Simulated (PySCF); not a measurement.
PySCF 2.14 output of an unrestricted BLYP calculation on a single atom or ion in aug-cc-pV5Z-PP with ECP28MDF, with a scalar-relativistic core potential:

```
SCF conv_tol = 1e-09
number electrons alpha = 9  beta = 6
    A. D. Becke.,  Phys. Rev. A 38, 3098 (1988)
    C. Lee, W. Yang, and R. G. Parr.,  Phys. Rev. B 37, 785 (1988)
    B. Miehlich, A. Savin, H. Stoll, and H. Preuss.,  Chem. Phys. Lett. 157, 200 (1989)
cycle= 1 E= -109.139742637061  delta_E= -0.008  |g|= 0.0412  |ddm|= 0.252
cycle= 2 E= -109.139777160229  delta_E= -3.45e-05  |g|= 0.0467  |ddm|= 0.0454
cycle= 3 E= -109.140331306318  delta_E= -0.000554  |g|= 0.00229  |ddm|= 0.0187
cycle= 4 E= -109.140333019136  delta_E= -1.71e-06  |g|= 0.000308  |ddm|= 0.00148
cycle= 5 E= -109.140333048495  delta_E= -2.94e-08  |g|= 3.29e-06  |ddm|= 0.00017
cycle= 6 E= -109.140333048499  delta_E= -3.33e-12  |g|= 7.37e-08  |ddm|= 1.77e-06
converged SCF energy = -109.140333048499  <S^2> = 3.7514602  2S+1 = 4.00073
```

The run itself started from symmetry-adapted Hartree-Fock orbitals and held the occupation by maximum overlap, on a logarithmic radial grid, so the iterations belong to that start.

Problem. Which element, charge and spin multiplicity is this?

Solution. Rh(2+) (rhodium, charge +2), multiplicity 4; the state was [Kr] 4d7, high-spin 4F determinant.

Energies and moments cover only the electrons outside the core potential.
